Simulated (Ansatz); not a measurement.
Nudged elastic band run: C₂H₇GaSi

The input (input.yaml):

```yaml
crystal:
  periodic: [false, false, false]
  atoms:
    - { symbol: Si, position_ang: [-0.508798, 1.628686, -0.698251] }
    - { symbol: Ga, position_ang: [1.619671, 0.245433, -0.596311] }
    - { symbol: C, position_ang: [-0.261311, -0.906705, 0.620116] }
    - { symbol: C, position_ang: [0.95392, -1.569061, 0.522603] }
    - { symbol: H, position_ang: [-1.502323, 1.015293, -1.647655] }
    - { symbol: H, position_ang: [-1.260164, 1.988677, 0.5525] }
    - { symbol: H, position_ang: [-0.126999, 2.942632, -1.321215] }
    - { symbol: H, position_ang: [-1.078661, -1.113015, -0.07599] }
    - { symbol: H, position_ang: [-0.519566, -0.331929, 1.51291] }
    - { symbol: H, position_ang: [1.102472, -2.361935, -0.217302] }
    - { symbol: H, position_ang: [1.647061, -1.594875, 1.369194] }
basis:
  gaussian: { orbitals: def2-SVP }
hamiltonian:
  xc: pbe0
neb:
  order_check: false
  images: 5
  f_tol: 0.05
  max_iterations: 60
  final_atoms:
    - { symbol: Si, position_ang: [-0.59655472, 2.17670533, -1.01502534] }
    - { symbol: Ga, position_ang: [0.01876001, 0.11255204, -0.04083413] }
    - { symbol: C, position_ang: [-0.27768251, -1.51985433, 1.00373686] }
    - { symbol: C, position_ang: [1.13453935, -1.43869525, 0.39154676] }
    - { symbol: H, position_ang: [-1.51032059, 1.87125395, -2.16011299] }
    - { symbol: H, position_ang: [-1.33260046, 3.02465489, -0.02801955] }
    - { symbol: H, position_ang: [0.57264277, 2.9503183, -1.53210405] }
    - { symbol: H, position_ang: [-0.34865555, -1.45497564, 2.0970551] }
    - { symbol: H, position_ang: [-0.94405226, -2.29702779, 0.60813143] }
    - { symbol: H, position_ang: [1.37753891, -2.16493331, -0.39457823] }
    - { symbol: H, position_ang: [1.97168705, -1.3167972, 1.09080315] }
  initial_path:
    images:
      - { positions_ang: [[-0.508798, 1.628686, -0.698251], [1.619671, 0.245433, -0.596311], [-0.261311, -0.906705, 0.620116], [0.95392, -1.569061, 0.522603], [-1.502323, 1.015293, -1.647655], [-1.260164, 1.988677, 0.5525], [-0.126999, 2.942632, -1.321215], [-1.078661, -1.113015, -0.07599], [-0.519566, -0.331929, 1.51291], [1.102472, -2.361935, -0.217302], [1.647061, -1.594875, 1.369194]] }
      - { positions_ang: [[-0.35807586, 1.59648365, -0.73631938], [1.31731851, 0.36716942, -0.30911998], [-0.33084348, -1.06689131, 0.74577399], [0.91292728, -1.38822383, 0.39902056], [-1.43549006, 0.98129262, -1.55759677], [-0.95192815, 1.98269773, 0.56067361], [-0.01292037, 2.88994704, -1.41734372], [-1.03422405, -1.48494091, 0.14966229], [-0.733605, -0.37321241, 1.34041689], [1.04436257, -2.18799521, -0.33576792], [1.64778062, -1.37312581, 1.18119944]] }
      - { positions_ang: [[-0.20735372, 1.56428129, -0.77438775], [1.01496602, 0.48890584, -0.02192896], [-0.40037596, -1.22707762, 0.87143198], [0.87193456, -1.20738666, 0.27543812], [-1.36865712, 0.94729224, -1.46753854], [-0.64369229, 1.97671847, 0.56884721], [0.10115826, 2.83726208, -1.51347245], [-0.98978711, -1.85686682, 0.37531458], [-0.947644, -0.41449581, 1.16792378], [0.98625314, -2.01405541, -0.45423384], [1.64850023, -1.15137662, 0.99320488]] }
      - { positions_ang: [[-0.05663158, 1.53207894, -0.81245613], [0.71261353, 0.61064227, 0.26526205], [-0.46990845, -1.38726392, 0.99708997], [0.83094183, -1.02654948, 0.15185568], [-1.30182418, 0.91329187, -1.37748031], [-0.33545644, 1.9707392, 0.57702082], [0.21523689, 2.78457712, -1.60960117], [-0.94535016, -2.22879272, 0.60096687], [-1.161683, -0.45577922, 0.99543066], [0.92814371, -1.84011562, -0.57269977], [1.64921985, -0.92962743, 0.80521032]] }
      - { positions_ang: [[-0.23660596, 1.7469544, -0.8799792], [0.48132903, 0.44461219, 0.16322999], [-0.40583313, -1.43146072, 0.9993056], [0.932141, -1.1639314, 0.2317527], [-1.37132299, 1.23261256, -1.63835787], [-0.66783778, 2.32204443, 0.3753407], [0.33437219, 2.83982418, -1.5837688], [-0.74645196, -1.9708537, 1.09966295], [-1.08913942, -1.06952874, 0.86633092], [1.07794211, -1.94838818, -0.51332592], [1.75670892, -1.05868402, 0.90040793]] }
      - { positions_ang: [[-0.41658034, 1.96182987, -0.94750227], [0.25004452, 0.27858212, 0.06119793], [-0.34175782, -1.47565753, 1.00152123], [1.03334017, -1.30131333, 0.31164973], [-1.44082179, 1.55193326, -1.89923543], [-1.00021912, 2.67334966, 0.17366057], [0.45350748, 2.89507124, -1.55793642], [-0.54755376, -1.71291467, 1.59835902], [-1.01659584, -1.68327826, 0.73723118], [1.22774051, -2.05666075, -0.45395208], [1.86419798, -1.18774061, 0.99560554]] }
      - { positions_ang: [[-0.59655472, 2.17670533, -1.01502534], [0.01876001, 0.11255204, -0.04083413], [-0.27768251, -1.51985433, 1.00373686], [1.13453935, -1.43869525, 0.39154676], [-1.51032059, 1.87125395, -2.16011299], [-1.33260046, 3.02465489, -0.02801955], [0.57264277, 2.9503183, -1.53210405], [-0.34865555, -1.45497564, 2.0970551], [-0.94405226, -2.29702779, 0.60813143], [1.37753891, -2.16493331, -0.39457823], [1.97168705, -1.3167972, 1.09080315]] }
```

Command:

```bash
$ ansatz run input.yaml --threads 2 --pin off --max-ram 3072MiB --backend cpu --events-out ev --progress --plain --runs-dir out
```

Output, in part (warnings, iteration lines, the closing report on the highest movable image, with atoms numbered from 0):

```
NEB end point (image 0): max|allowed force component| = 7.873e-3 eV/Å (the criterion of neb.relax_end_points is 1.000e-2)
NEB end point (image 6): max|allowed force component| = 2.256e-3 eV/Å (the criterion of neb.relax_end_points is 1.000e-2)
NEB iter   1: max|band force component| = 5.764e1 eV/Å  barrier→ = 21.1150 eV  barrier← = 20.7537 eV  Δτ_max = 0.2000 Å  (208 SCF iters)
NEB iter   2: max|band force component| = 2.967e1 eV/Å  barrier→ = 9.0813 eV  barrier← = 8.7199 eV  Δτ_max = 0.1978 Å  (169 SCF iters)
NEB iter   3: max|band force component| = 1.120e1 eV/Å  barrier→ = 4.4209 eV  barrier← = 4.0596 eV  Δτ_max = 0.2000 Å  (157 SCF iters)
NEB iter   4: max|band force component| = 5.453e0 eV/Å  barrier→ = 3.0955 eV  barrier← = 2.7342 eV  Δτ_max = 0.2000 Å  (154 SCF iters)
NEB iter   5: max|band force component| = 2.145e0 eV/Å  barrier→ = 2.4428 eV  barrier← = 2.0815 eV  Δτ_max = 0.1977 Å  (155 SCF iters)
NEB iter   6: max|band force component| = 7.011e-1 eV/Å  barrier→ = 2.0844 eV  barrier← = 1.7231 eV  Δτ_max = 0.1983 Å  (155 SCF iters)
NEB iter   7: max|band force component| = 8.261e-1 eV/Å  barrier→ = 1.9421 eV  barrier← = 1.5808 eV  Δτ_max = 0.1006 Å  (158 SCF iters)
NEB iter   8: max|band force component| = 3.389e-1 eV/Å  barrier→ = 1.9025 eV  barrier← = 1.5411 eV  CI = image 3  Δτ_max = 0.1904 Å  (146 SCF iters)
NEB iter   9: max|band force component| = 1.847e-1 eV/Å  barrier→ = 1.9182 eV  barrier← = 1.5569 eV  CI = image 3  Δτ_max = 0.0957 Å  (150 SCF iters)
NEB iter  10: max|band force component| = 1.397e-1 eV/Å  barrier→ = 1.9058 eV  barrier← = 1.5444 eV  CI = image 3  Δτ_max = 0.0512 Å  (140 SCF iters)
NEB iter  11: max|band force component| = 7.619e-2 eV/Å  barrier→ = 1.9031 eV  barrier← = 1.5418 eV  CI = image 3  Δτ_max = 0.0498 Å  (143 SCF iters)
NEB iter  12: max|band force component| = 8.373e-2 eV/Å  barrier→ = 1.9008 eV  barrier← = 1.5395 eV  CI = image 3  Δτ_max = 0.0249 Å  (142 SCF iters)
NEB iter  13: max|band force component| = 8.473e-2 eV/Å  barrier→ = 1.9001 eV  barrier← = 1.5388 eV  CI = image 3  Δτ_max = 0.0125 Å  (143 SCF iters)
NEB iter  14: max|band force component| = 6.284e-2 eV/Å  barrier→ = 1.8998 eV  barrier← = 1.5385 eV  CI = image 3  Δτ_max = 0.0125 Å  (134 SCF iters)
NEB iter  15: max|band force component| = 7.339e-2 eV/Å  barrier→ = 1.8995 eV  barrier← = 1.5382 eV  CI = image 3  Δτ_max = 0.0251 Å  (133 SCF iters)
NEB iter  16: max|band force component| = 1.171e-1 eV/Å  barrier→ = 1.8989 eV  barrier← = 1.5376 eV  CI = image 3  Δτ_max = 0.0251 Å  (142 SCF iters)
NEB iter  17: max|band force component| = 1.344e-1 eV/Å  barrier→ = 1.8984 eV  barrier← = 1.5371 eV  CI = image 3  Δτ_max = 0.0504 Å  (136 SCF iters)
NEB iter  18: max|band force component| = 1.494e-1 eV/Å  barrier→ = 1.8976 eV  barrier← = 1.5363 eV  CI = image 3  Δτ_max = 0.1018 Å  (142 SCF iters)
NEB iter  19: max|band force component| = 1.429e-1 eV/Å  barrier→ = 1.8974 eV  barrier← = 1.5360 eV  CI = image 3  Δτ_max = 0.0504 Å  (144 SCF iters)
NEB iter  20: max|band force component| = 1.487e-1 eV/Å  barrier→ = 1.8968 eV  barrier← = 1.5355 eV  CI = image 3  Δτ_max = 0.0250 Å  (144 SCF iters)
NEB iter  21: max|band force component| = 1.385e-1 eV/Å  barrier→ = 1.8966 eV  barrier← = 1.5352 eV  CI = image 3  Δτ_max = 0.0250 Å  (134 SCF iters)
NEB iter  22: max|band force component| = 9.064e-2 eV/Å  barrier→ = 1.8966 eV  barrier← = 1.5352 eV  CI = image 3  Δτ_max = 0.0249 Å  (133 SCF iters)
NEB iter  23: max|band force component| = 7.661e-2 eV/Å  barrier→ = 1.8965 eV  barrier← = 1.5352 eV  CI = image 3  Δτ_max = 0.0249 Å  (130 SCF iters)
NEB iter  24: max|band force component| = 6.693e-2 eV/Å  barrier→ = 1.8965 eV  barrier← = 1.5352 eV  CI = image 3  Δτ_max = 0.0249 Å  (122 SCF iters)
NEB iter  25: max|band force component| = 4.324e-2 eV/Å  barrier→ = 1.8965 eV  barrier← = 1.5352 eV  CI = image 3  Δτ_max = 0.0000 Å  (266 SCF iters)
Total energy: -62416.74549064 eV, -2293.7730891913 hartree
Atom 0 at    -0.565987     2.026290    -0.836639 Å, force     0.000509     0.000015     0.000615 eV/Å
Atom 1 at     0.827819     0.242492    -0.030560 Å, force    -0.001557    -0.001353    -0.000828 eV/Å
Atom 2 at    -0.132919    -1.281300     1.033268 Å, force    -0.000435    -0.000504    -0.000008 eV/Å
Atom 3 at     1.090083    -1.674052     0.264489 Å, force     0.001418     0.000989    -0.000045 eV/Å
Atom 4 at    -1.305997     1.627022    -2.074167 Å, force     0.000143     0.000160    -0.000149 eV/Å
Atom 5 at    -1.542553     2.412106     0.226924 Å, force     0.000004    -0.000200    -0.000308 eV/Å
Atom 6 at     0.286584     3.209606    -1.160046 Å, force    -0.000091    -0.000012     0.000232 eV/Å
Atom 7 at    -0.889468    -2.022058     1.319916 Å, force    -0.000092     0.000530     0.000675 eV/Å
Atom 8 at    -0.688642    -0.308557     0.956685 Å, force     0.000162     0.000315    -0.000144 eV/Å
Atom 9 at     0.969091    -2.453844    -0.508851 Å, force    -0.000001     0.000486    -0.000260 eV/Å
Atom 10 at     2.017290    -1.834503     0.829580 Å, force    -0.000060    -0.000426     0.000219 eV/Å
Dipole moment:     0.012716     0.153855    -0.226860 e Å
```

It converged. Neighbouring images differ by up to 1.3 eV, so the band resolves the path poorly. A vibrational analysis at the climbing image gives one clearly imaginary mode, 712i cm⁻¹: a first-order saddle point.

Final band (atoms are numbered from 1 in the order of the input):

| image | path coordinate (Å) | energy (eV) | dihedral H9–C3–C4–H10 (°) |
| --- | --- | --- | --- |
| 0 | 0.00 | 0.00 | 162 |
| 1 | 1.25 | 0.11 | 167 |
| 2 | 2.51 | 0.60 | 168 |
| 3 | 3.76 | 1.90 | -109 |
| 4 | 4.86 | 1.04 | -51 |
| 5 | 5.96 | 0.46 | -11 |
| 6 | 7.06 | 0.36 | 0 |

Time of the run: 7.9 min on 2 threads of Arm Neoverse V1, with other jobs on the host, peak memory 0.29 GiB.
